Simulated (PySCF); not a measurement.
C₃H₂BBrCl₂.
SMILES with atom numbers: `[Cl:1][B:2]([Cl:3])[C:4]1=[C:5]([Br:6])[CH2:7]1` (hydrogens: H8, H9 on C7)

Theory: PBE0-D3(BJ)/def2-SVP geometry optimisation, gas phase (PySCF).

(1) Give the optimised bond lengths and angles.

Answers

(1) 
| bond | length (bohr) |
| --- | --- |
| Cl1–B2, B2–Cl3 | 3.308 |
| B2–C4 | 2.872 |
| C4=C5 | 2.475 |
| C5–Br6 | 3.453 |
| C5–C7 | 2.782 |
| C4–C7 | 2.897 |
| C7–H8, C7–H9 | 2.079 |

Bonds in one row agree within 0.02 bohr and their mean is given. A selection of angles:
| angle | degrees |
| --- | --- |
| Cl1–B2–Cl3 | 119.6 |
| Cl1–B2–C4 | 120.0 |
| B2–C4–C5 | 151.0 |
| B2–C4–C7 | 147.2 |
| C5–C4–C7 | 61.8 |
| C4–C5–Br6 | 147.8 |
| C4–C5–C7 | 66.6 |
| Br6–C5–C7 | 145.6 |
| C5–C7–H8 | 119.6 |
| C4–C7–C5 | 51.6 |
| C4–C7–H8 | 119.3 |
| H8–C7–H9 | 113.9 |

Dihedral angles: Cl1–B2–C4–C5 2° (synperiplanar); B2–C4–C5–Br6 0° (synperiplanar); B2–C4–C7–C5 180° (antiperiplanar). The mirror-image conformer, all signs reversed, is as good.

The 3-membered ring C4–C5–C7 has internal angles of 51.6° to 66.6°. B2 (three-coordinate boron) is planar (angles 120.4°, 120.0° and 119.6°, sum 360.0°, 0.00 Å off the plane of its three neighbours). The C–C distances run from 1.310 Å (C4=C5, drawn double) to 1.533 Å (C4–C7, drawn single), a spread of 0.223 Å. The 7 heavy atoms lie in one plane (0.017 Å rms).

Point group: near Cs, missed by 0.08 Å at most; the miss may be what the optimiser left on a soft mode. Stationary, but not proved a minimum. The numbers are those of one conformer.
